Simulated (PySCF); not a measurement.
These are PBE-D3(BJ)/def2-TZVP // B3LYP-D3(BJ)/def2-TZVP run with PySCF values and carry that method's errors. Gas-phase values, no solvent. One relaxed conformer stands for a flexible species; it need not be the lowest. Excitations are Tamm–Dancoff values on a coarser integration grid. The basis has no diffuse functions, so Rydberg states are missing or too high.

Reference species (SMILES): `[OH][Ga]([OH])[OH]` (neutral, multiplicity 1).

```yaml
S1 oscillator strength: 0.000
S1 excitation (TDA): 5.31 eV
LUMO: -1.97 eV
T1 excitation (TDA): 5.02 eV
```

Changed species: `[SH][Ga]([SH])[SH]` (3 of 3 OH replaced by SH; the reference has 0 of 3 OH replaced by SH).

Give the shifts of the S1 oscillator strength, S1 excitation (TDA), LUMO and T1 excitation (TDA).

the S1 oscillator strength stays essentially unchanged; the S1 excitation (TDA) falls by 0.76 eV, to 4.55 eV; the LUMO hardly moves; the T1 excitation (TDA) decreases by 0.71 eV, to 4.31 eV.
